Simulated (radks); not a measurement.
Values are calculated unless marked as measured or tabulated.
Q: The oxygen ion O+, [He] 2s2 2p3. Level of theory: non-relativistic Kohn-Sham, exchange-only PBE, spin-polarised, spherical densities, point nucleus (a radial shooting solver on a logarithmic mesh with Libxc functionals). Every spin shell is full or empty, so the densities are truly spherical. Functionals are evaluated on that one density, not self-consistently. Rank these exchange functionals by their error against the exact value of the orbitals, and give that value: LDA, B88, PBEsol, revPBE, RPBE, PW86, AM05, SOGGA, EV93, revTPSS, SCAN, r2SCAN, MS2.

A: Exact: -7.87651 hartree. From best to worst, with 100 (|E| - |E exact|)/|E exact| (equal figures are ties): r2SCAN -0.05, revPBE +0.05, revTPSS -0.06, B88 -0.09, SCAN +0.09, RPBE +0.29, MS2 +0.36, PW86 +0.62, EV93 +2.87, PBEsol -4.38, SOGGA -4.48, AM05 -8.54, LDA -10.37.
